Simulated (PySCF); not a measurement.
norbornadiene (C$_{7}$H$_{8}$), singlet, geometry from GFN2-xTB; DF-CAMB3LYP/def2-SV(P) in PySCF.

Here is a job for PySCF.
```python
from pyscf import gto, scf, dft

mol = gto.Mole()
mol.atom = '''
    C     1.26683248   -0.42587208    0.62680556
    C     0.89168852    0.82650885    0.83719261
    C    -0.27704302    1.10829002   -0.09587700
    C    -1.40792330    0.21291814    0.38927447
    C    -1.03277934   -1.03946279    0.17888741
    C     0.35271100   -0.99408137   -0.44905367
    C     0.18130047    0.27364395   -1.30565395
    H     2.03257531   -0.99489330    1.11860469
    H     1.27385789    1.53800964    1.54410621
    H    -0.52455777    2.15356942   -0.25703564
    H    -2.30550390    0.58295143    0.84691851
    H    -1.54678647   -1.94995151    0.42141699
    H     0.69056719   -1.90300486   -0.93849820
    H    -0.58178580    0.17473263   -2.07752916
    H     1.11291274    0.62691820   -1.74743596
'''
mol.basis = 'def2-sv(p)'
mol.verbose = 4
mol.symmetry = True
mol.build()

mf = dft.RKS(mol)
mf.xc = 'camb3lyp'
mf = mf.density_fit(auxbasis='def2-universal-jkfit')
mf.kernel()
mf.analyze()
```

What the program printed (banner, timings and long lists left out):

```
PySCF version 2.14.0

[INPUT] verbose = 4
[INPUT] num. atoms = 15
[INPUT] num. electrons = 50
[INPUT] charge = 0
[INPUT] spin (= nelec alpha-beta = 2S) = 0
[INPUT] symmetry True subgroup None
[INPUT] Mole.unit = angstrom
[INPUT] Symbol           X                Y                Z      unit          X                Y                Z       unit  Magmom
[...]
nuclear repulsion = 290.913345362244
point group symmetry = C2v
symmetry origin: [ 1.88972607e-09 -1.13383567e-09  7.55890373e-10]
symmetry axis x: [ 0.28330277 -0.94577819 -0.15888096]
symmetry axis y: [0.94952845 0.25335661 0.18494905]
symmetry axis z: [ 0.13466724  0.20325857 -0.96981993]
num. orbitals of irrep A1 = 37
num. orbitals of irrep A2 = 21
num. orbitals of irrep B1 = 31
num. orbitals of irrep B2 = 25
number of shells = 58
number of NR pGTOs = 200
number of NR cGTOs = 114
basis = def2-sv(p)
ecp = {}

******** <class 'pyscf.df.df_jk.DFSymAdaptedRKS'> ********
method = DFSymAdaptedRKS
initial guess = minao
damping factor = 0
level_shift factor = 0
DIIS = <class 'pyscf.scf.diis.CDIIS'>
diis_start_cycle = 1
diis_space = 8
diis_damp = 0
SCF conv_tol = 1e-09
SCF conv_tol_grad = None
SCF max_cycles = 50
direct_scf = False
XC library pyscf.dft.libxc version 7.1.2
    S. Lehtola, C. Steigemann, M. J. T. Oliveira, and M. A. L. Marques,  SoftwareX 7, 1–5 (2018)
XC functionals = camb3lyp
    T. Yanai, D. P. Tew, and N. C. Handy,  Chem. Phys. Lett. 393, 51 (2004)
radial grids:
    Treutler-Ahlrichs [JCP 102, 346 (1995); DOI:10.1063/1.469408] (M4) radial grids

becke partition: Becke, JCP 88, 2547 (1988); DOI:10.1063/1.454033
pruning grids: <function nwchem_prune>
grids dens level: 3
symmetrized grids: True
atomic radii adjust function: <function treutler_atomic_radii_adjust>
small_rho_cutoff = 0
Freeze 0 electrons in irreps []
    50 free electrons in irreps A1 A2 B1 B2
Set gradient conv threshold to 3.16228e-05
Initial guess from minao.
tot grids = 177296
******** <class 'pyscf.df.df.DF'> ********
auxbasis = def2-universal-jkfit
Create RSH-DF object <pyscf.df.df.DF object> for omega=0.33
******** <class 'pyscf.df.df.DF'> ********
auxbasis = auxmol.basis = def2-universal-jkfit
init E= -272.600085593931
HOMO (B2) = -0.264848512377622  LUMO (B1) = -0.0708976137122037  gap/eV = 5.27767
cycle= 1 E= -271.071645614519  delta_E= 1.53  |g|= 0.307  |ddm|= 4.34
HOMO (B2) = -0.235851060191785  LUMO (B1) = 0.0750217058357197  gap/eV = 8.45928
cycle= 2 E= -271.087609970744  delta_E= -0.016  |g|= 0.23  |ddm|= 0.776
HOMO (B2) = -0.284973914920453  LUMO (B1) = 0.0367821332990146  gap/eV = 8.75543
cycle= 3 E= -271.100872558482  delta_E= -0.0133  |g|= 0.0369  |ddm|= 0.359
HOMO (B2) = -0.281653178672214  LUMO (B1) = 0.0405784603495274  gap/eV = 8.76837
cycle= 4 E= -271.101206056677  delta_E= -0.000333  |g|= 0.0122  |ddm|= 0.0679
HOMO (B2) = -0.280836205663883  LUMO (B1) = 0.0409065372192541  gap/eV = 8.75507
cycle= 5 E= -271.101241192006  delta_E= -3.51e-05  |g|= 0.00329  |ddm|= 0.018
HOMO (B2) = -0.28085766976508  LUMO (B1) = 0.0409708063307561  gap/eV = 8.75740
cycle= 6 E= -271.101244056342  delta_E= -2.86e-06  |g|= 0.000354  |ddm|= 0.00441
HOMO (B2) = -0.280845468193393  LUMO (B1) = 0.0409798449243102  gap/eV = 8.75731
cycle= 7 E= -271.101244140565  delta_E= -8.42e-08  |g|= 0.000107  |ddm|= 0.00121
HOMO (B2) = -0.280850156973493  LUMO (B1) = 0.0409806882535717  gap/eV = 8.75746
cycle= 8 E= -271.101244145572  delta_E= -5.01e-09  |g|= 3.42e-05  |ddm|= 0.000321
HOMO (B2) = -0.280847755509091  LUMO (B1) = 0.0409829609291519  gap/eV = 8.75746
cycle= 9 E= -271.101244145998  delta_E= -4.25e-10  |g|= 1.41e-05  |ddm|= 7.32e-05
HOMO (B2) = -0.280849512338866  LUMO (B1) = 0.0409818741834913  gap/eV = 8.75748
Extra cycle  E= -271.101244146023  delta_E= -2.49e-11  |g|= 1.22e-05  |ddm|= 2.85e-05
converged SCF energy = -271.101244146023
**** SCF Summaries ****
Total Energy =                        -271.101244146022623
Nuclear Repulsion Energy =             290.913345362243604
One-electron Energy =                 -940.559141281015968
Two-electron Energy =                  378.544551772749799
Two-electron Coulomb Energy =          419.371163645365016
DFT Exchange-Correlation Energy =      -40.826611872615203
HOMO-LUMO gap [eV] =                     8.757478092011688
Wave-function symmetry = A1
occupancy for each irrep:     A1   A2   B1   B2
                              10    3    6    6
**** MO energy ****
[...]
 ** Mulliken pop on meta-lowdin orthogonal AOs  **
 ** Mulliken pop  **
 ** Mulliken atomic charges  **
charge of    0C =     -0.11525
charge of    1C =     -0.11525
charge of    2C =     -0.07389
charge of    3C =     -0.11525
charge of    4C =     -0.11525
charge of    5C =     -0.07389
charge of    6C =     -0.12607
charge of    7H =      0.10028
charge of    8H =      0.10028
charge of    9H =      0.08506
charge of   10H =      0.10028
charge of   11H =      0.10028
charge of   12H =      0.08506
charge of   13H =      0.08181
charge of   14H =      0.08181
Dipole moment(X, Y, Z, Debye): -0.00026, -0.00039,  0.00185
```
